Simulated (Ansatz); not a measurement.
Cd2Se⁺. Total charge 1; doublet. Geometry PBE-D4/def2-TZVP; atoms count from 1.

```
atom   x (Å)   y (Å)   z (Å)
 Cd1   0.970   1.890   0.602
 Cd2  -0.128  -2.034  -0.848
 Se3  -0.842   0.145   0.246
```

In the def2 sets Cd takes a core potential; there is no spin–orbit coupling. The structure comes from a short search, and lower isomers may exist.

Problem. Estimate the Mulliken populations from the PBE0/def2-TZVP orbitals of Ansatz.

Solution. 
```tsv
atom	charge (e)	spin (α − β)	d electrons
Cd1	0.64	0.34	10.00
Cd2	0.64	0.34	10.00
Se3	-0.28	0.31	–
```
Mulliken values depend strongly on the basis.

Problem. Where does the spin sit?

Solution. Summed by element: Cd 0.69, Se 0.31, of 1 unpaired in all. Largest on single atoms: Cd1 0.34, Cd2 0.34, Se3 0.31.

Problem. And the Mayer bond orders between heavy atoms (over 0.3)?

Solution. Cd1–Se3 1.00 (2.54 Å); Cd2–Se3 1.00 (2.54 Å).
